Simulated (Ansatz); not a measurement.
C2HBr2F (`F/C(Br)=C\Br`) at its PBE0-D4/def2-TZVP geometry, where that method's forces vanish. Charge 0, multiplicity 1.

```xyz
6

F     1.1915   -1.2494    0.0575
C     0.0331   -0.6256    0.0691
Br   -1.4227   -1.7733    0.3040
C    -0.0994    0.6823   -0.0708
Br    1.3663    1.8124   -0.3045
H    -1.0687    1.1536   -0.0553
```

(1) What forces (eV/Å) does ωB97M-V/def2-TZVPP give on these atoms in the Gaussian-basis code of Ansatz? (An estimate is asked.)

Results:

(1) Ansatz gave: 
```
F1   0.283 -0.134 -0.005
C2  -0.255  0.408 -0.028
Br3 -0.080 -0.091  0.016
C4  -0.159 -0.187  0.033
Br5  0.141  0.074 -0.018
H6   0.070 -0.069  0.003
```
